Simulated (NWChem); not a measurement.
GaI2, doublet; SMILES [I][Ga][I]

```xyz
3

Ga     0.0000     0.0000     0.9544
I     -2.2147     0.0000    -0.2791
I      2.2147     0.0000    -0.2791
```
Atoms are numbered in this order, from 1.

Results from NWChem. Spin-unrestricted. Medium grid unless said otherwise, to which SCAN and Minnesota functionals are sensitive. In the optimisation the excess spin sits in a1 (C2v, its own frame). The geometry was optimised at PBE0/def2-SVP, spin-unrestricted. This spin state was assumed; another may lie lower. No stability test was run on the SCF state. def2 effective core potentials on I; no spin-orbit coupling. B3LYP is NWChem's, with the RPA form of VWN correlation.

Order these by “dipole (D)”, lowest first: SCAN/def2-SVP; CAM-B3LYP/def2-SVP; LDA (Slater exchange, VWN5)/def2-SVP; revPBE/def2-SVP.

LDA (Slater exchange, VWN5)/def2-SVP (0.89), revPBE/def2-SVP (0.98), SCAN/def2-SVP (1.09), CAM-B3LYP/def2-SVP (1.26)
